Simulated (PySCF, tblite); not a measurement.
Isomers of C7H8F3P, one GFN2-xTB conformer each. Single-point energies are computed at PBE0/pcSseg-1 (PySCF, gas phase, no added dispersion term), electronic only.

Question: Rank them by PBE0/pcSseg-1 energy, lowest first (kJ/mol).
A. `[CH:1]#[C:2][CH2:3][P:4]([CH2:5][CH3:6])[C:7]([F:8])=[C:9]([F:10])[F:11]` with C2–C3–P4–C5 63°, C3–P4–C5–C6 44°, C3–P4–C7–F8 10°
B. `[CH2:1]=[CH:2][C:3]1=[CH:4][CH2:5][P:6]([C:7]([F:8])([F:9])[F:10])[CH2:11]1` with C1–C2–C3–C4 177°, C3–C4–C5–P6 -9°, C4–C5–P6–C7 -84°, C5–P6–C11–C3 -11°, C2–C3–C11–P6 -172°
C. `[F:1][C:2]([F:3])([F:4])[CH2:5][P:6]1[CH:7]=[CH:8][CH2:9][CH:10]=[CH:11]1` with C2–C5–P6–C7 173°, C5–P6–C7–C8 134°, C7–C8–C9–C10 -34°, C8–C9–C10–C11 34°, C5–P6–C11–C10 -132°
D. `[CH3:1][CH:2]1[CH:3]=[CH:4][P:5]([C:6]([F:7])([F:8])[F:9])[CH:10]=[CH:11]1` with C1–C2–C3–C4 -83°, C3–C4–P5–C6 -130°, C4–P5–C10–C11 34°, C1–C2–C11–C10 83°
E. `[CH:1]#[C:2][P:3]([CH2:4][C:5]([F:6])([F:7])[F:8])[CH:9]1[CH2:10][CH2:11]1` with C2–P3–C4–C5 -171°, C2–P3–C9–C10 -163°
F. `[CH3:1][CH2:2][p:3]1[cH:4][cH:5][c:6]([C:7]([F:8])([F:9])[F:10])[cH:11]1` with C1–C2–P3–C4 -48°
G. `[CH2:1]=[CH:2][C:3]1=[CH:4][P:5]1[CH2:6][CH2:7][C:8]([F:9])([F:10])[F:11]` with C1–C2–C3–C4 178°, C4–P5–C6–C7 -107°, P5–C6–C7–C8 65°

Answer: F (0.0), C (24.4), B (35.8), D (58.3), G (158.2), E (194.4), A (296.8).

GFN2-xTB itself gives, in the same order: 0.0, 16.9, 15.2, 22.9, 171.0, 156.0, 212.3. Both levels put the same isomer lowest; measured from each level's own lowest isomer, the values differ by up to 84.5 kJ/mol (C#CCP(CC)C(F)=C(F)F: 212.3 against 296.8).

Question: Which frontier levels, dipoles and rotational constants go with these structures?

Answer: 
```csv
SMILES,"HOMO (eV, PBE0/pcSseg-1)",LUMO (eV),dipole (D),"A, B, C (MHz)"
CCp1ccc(C(F)(F)F)c1,-7.26,-1.81,3.39,"1871, 564.9, 539.9"
FC(F)(F)CP1C=CCC=C1,-6.66,-0.27,3.45,"2378, 526.2, 483.6"
C=CC1=CCP(C(F)(F)F)C1,-6.84,-0.99,2.55,"1651, 685.5, 617.5"
CC1C=CP(C(F)(F)F)C=C1,-7.04,-0.54,3.23,"2120, 634.9, 595.1"
C=CC1=CP1CCC(F)(F)F,-6.52,-1.44,2.77,"2443, 469.7, 456.6"
C#CP(CC(F)(F)F)C1CC1,-7.26,-0.20,2.37,"1325, 727.2, 539.1"
C#CCP(CC)C(F)=C(F)F,-6.82,-0.16,1.73,"1788, 550.5, 504.5"
```

Question: What happens when harmonic zero-point energies from GFN2-xTB frequencies are added?

Answer: 
```
               SMILES  ZPE (kJ/mol)  electronic (kJ/mol)  with ZPE (kJ/mol)
  CCp1ccc(C(F)(F)F)c1         349.1                  0.0                0.0
  FC(F)(F)CP1C=CCC=C1         349.0                 24.4               24.2
C=CC1=CCP(C(F)(F)F)C1         347.2                 35.8               33.9
CC1C=CP(C(F)(F)F)C=C1         350.5                 58.3               59.7
  C=CC1=CP1CCC(F)(F)F         343.0                158.2              152.1
 C#CP(CC(F)(F)F)C1CC1         343.2                194.4              188.5
  C#CCP(CC)C(F)=C(F)F         340.6                296.8              288.3
```

The zero-point energies span 9.9 kJ/mol. The order is unchanged.
